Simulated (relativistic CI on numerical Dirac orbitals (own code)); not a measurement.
# The spin-orbit constant of Cu III from its measured fine structure

Problem. The ground term 2D of Cu III (3d9) has the measured levels J = 3/2: 2071.7, J = 5/2: 0.0 cm⁻¹ (Sugar and Musgrove, J. Phys. Chem. Ref. Data 19, 527 (1990)). Test the interval rule and estimate ζ(3d).

Working.
1. In LS coupling E(J) − E(J − 1) = AJ. The intervals give A = -828.7 (J = 5/2) cm⁻¹.
2. A doublet has one interval, so the rule cannot be tested.
3. The whole width divided by the sum of the upper J values gives a mean A = -828.7 cm⁻¹.
4. For the Hund term of a shell that is more than half full, A = −ζ/2S with 2S = 1, so ζ = 829 cm⁻¹.

Check. The value calculated from Dirac-Coulomb-Breit radial functions of this configuration is ζ = 802 cm⁻¹, 3 % below the estimate from measurement. The same recipe applied to the calculated levels returns 793 cm⁻¹, which shows the bias of the recipe itself.
